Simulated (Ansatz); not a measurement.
`[SiH3][Se][GeH3]` + CH₄ → `C[Se][GeH3]` + SiH₄  (formal exchange of groups at the Se–Si bond)

Program: Ansatz. Geometries: PBE0-D4/def2-TZVP. ΔE: electronic, gas phase. CCSD(T)/CBS adds triple-zeta CCSD(T) − MP2 to the extrapolated MP2 energy (def2 sets, frozen cores). This one scheme is used for every species. For Ge, Se outer-core shells are correlated without core-valence functions, which leaves a few kJ/mol of doubt a bond. Scalar relativity is left out up to krypton.

| species | CCSD(T)/CBS(def2) energy (Eh) |
| --- | --- |
| `[SiH3][Se][GeH3]` | -4769.53721 |
| CH₄ | -40.46206 |
| `C[Se][GeH3]` | -4518.49012 |
| SiH₄ | -291.46306 |

**Question.** Work out ΔE.

**Answer.** ΔE = (-4518.49012) + (-291.46306) − (-4769.53721) − (-40.46206) = 0.04609 Eh = +1.25 eV.

**Question.** What do rigid-rotor, harmonic-oscillator terms from PBE0-D4/def2-TZVP frequencies (298.15 K, 1 bar) make of the CCSD(T)/CBS value? (Best estimate.)

**Answer.** Ansatz gave: ΔZPE = -0.05 eV, ΔH = +1.18 eV, ΔS = -8 J/(mol·K), ΔG = +1.21 eV. Modes under 50 cm⁻¹ make the entropy rough.

Largest T1 diagnostic among the species: 0.011.

From BLYP to BHLYP (50 % exact exchange), in def2-TZVPP and without D4, ΔE moves by +0.08 eV. Leaving LDA and LC-ωPBE aside and taking each functional with its dispersion term where it has one, the values, not all of them listed here, spread over 0.13 eV, from BLYP-D4 to r2SCAN0-D4.
